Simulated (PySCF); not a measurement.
Ge⁺: excitation energy

Ge⁺ [Ar] 3d10 4s2 4p1 (2P) → Ge⁺ [Ar] 3d10 4s2 5s1 (2S), as a difference of total energies. All numbers are calculated (PySCF 2.14, a scalar-relativistic core potential, in aug-cc-pVQZ-PP with ECP10MDF). Correlated levels: valence: 3s2 3p6 3d10 frozen. The calculations carry no spin-orbit coupling.

```json
{"method": "UHF", "excitation energy (eV)": "7.427"}
{"method": "LDA", "excitation energy (eV)": "7.402"}
{"method": "PBE", "excitation energy (eV)": "7.316"}
{"method": "PBE0", "excitation energy (eV)": "7.448"}
{"method": "r2SCAN", "excitation energy (eV)": "7.725"}
{"method": "HSE06", "excitation energy (eV)": "7.454"}
{"method": "M06-2X", "excitation energy (eV)": "7.152"}
{"method": "CAM-B3LYP", "excitation energy (eV)": "7.569"}
{"method": "M06", "excitation energy (eV)": "7.329"}
{"method": "MP2 (valence)", "excitation energy (eV)": "7.467"}
{"method": "SCS-MP2 (valence)", "excitation energy (eV)": "7.487"}
```

Q: How much does correlation contribute at MP2 (valence)?

A: 7.467 − (7.427) = 0.040 eV, measured against UHF.

Errors of the correlated levels include the incompleteness of this basis and the frozen core.

For comparison: 7.591 eV (measured; NIST levels, between the centres of gravity of the two terms).
